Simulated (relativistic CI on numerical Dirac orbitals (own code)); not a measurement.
Hyperfine structure of Tl⁴⁰⁺, mass number 204

Method of calculation: Dirac-Coulomb-Breit CI, KLI orbitals optimised for each configuration, a model potential for QED, unscaled Slater integrals (own radial code, finite nucleus).

Configurations in the expansion (outside the closed core [Ar] 3d10): 4s²4p⁶4d⁵, 4s²4p⁶4d⁴4f, 4s²4p⁵4d⁶, 4s4p⁶4d⁵4f, 4p⁶4d⁷, 4p⁵4d⁸, 4s²4p⁶4d³5s², 4s²4p⁶4d²4f5s², 4s4p⁶4d³4f5s². Double excitations out of closed p, d and f shells are left out; levels of such configurations are missing from the list, as are those of other unlisted configurations, and high levels can miss mixing partners.

Nuclear spin I = 2, μ = 0.09 μN (tables of Stone and Pyykkö). The electronic factors are computed for point nuclear moments, without core polarisation or the Bohr-Weisskopf and QED corrections.

| Level | E (eV) | A (MHz) |
| --- | --- | --- |
| 4s²4p⁶4d⁵ ²D3/2 | 42.7930 | 1634 |
| 4s²4p⁶4d⁵ ⁴D7/2 | 54.8369 | 633.5 |
| 4s²4p⁶4d⁵ ⁴G9/2 | 56.2780 | 802.2 |

Levels with J = 0, under 50 % of one LS term, or S terms without an open s electron are left out. Small factors come from cancelling terms and can be off by tens of per cent or more.

At this charge energies of transitions that change n are usually good to better than 1 %, and those within a shell (Δn = 0) to a few per cent. Terms inside the open d or f shell come out 10 to 20 % too wide with unscaled integrals.

(1) Give the hyperfine levels of 4s²4p⁶4d⁵ ²D3/2 relative to its centre of gravity.

Answers

(1) With K = F(F + 1) − I(I + 1) − J(J + 1), E = AK/2: F = 1/2: -7351, F = 3/2: -4901, F = 5/2: -816.8, F = 7/2: 4901 MHz.

LS names give the leading component of a level, which can be under half, so a name can repeat, a term be missing and a line seem to break the LS rules.
